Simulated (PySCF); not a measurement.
Screening by computed properties: pick the candidate that meets the target.

All species are isolated and taken at one optimised geometry, non-relativistic unless stated. Electronic properties by PySCF.

Dipoles, sizes and rotational constants follow the conformer. The torsions of the flexible species, by atom-mapped SMILES:
- `[CH3:1][CH2:2][S:3][S:4][CH3:5]`: C1–C2–S3–S4 -66°, C2–S3–S4–C5 -90°
- `[CH3:1][C:2]1=[CH:3][P@@:4]1(=[S:5])[CH2:6][P:7]([CH3:8])[CH3:9]`: C3–P4–C6–P7 -92°, P4–C6–P7–C8 30°
- `[CH2:1]=[CH:2][c:3]1[cH:4][cH:5][c:6]([F:7])[cH:8][cH:9]1`: C1–C2–C3–C4 180°
- `[CH:1]#[C:2][CH2:3][P@@:4]([CH3:5])(=[S:6])[CH2:7][CH2:8][PH2:9]`: C2–C3–P4–C5 -66°, C3–P4–C7–C8 -93°, P4–C7–C8–P9 65°, H–P9–C8–C7 178°, H–P9–C8–C7 -89°

Problem. Wanted: HOMO energy below -6.7 eV (PBE0/pcSseg-1) and smallest rotational constant above 0.6 GHz (GFN2-xTB), at GFN2-xTB geometries. Which candidate meets both?
A. `C#CC[P@@](C)(=S)CCP`
B. `CC1=C[P@@]1(=S)CP(C)C`
C. `C=Cc1ccc(F)cc1`
D. `CCSSC`

Solution. D. Computed values:
```csv
species,HOMO energy,smallest rotational constant
CCSSC,-6.84 eV,1.733 GHz
C=Cc1ccc(F)cc1,-6.64 eV,0.823 GHz
C#CC[P@@](C)(=S)CCP,-6.51 eV,0.621 GHz
CC1=C[P@@]1(=S)CP(C)C,-6.26 eV,0.562 GHz
```
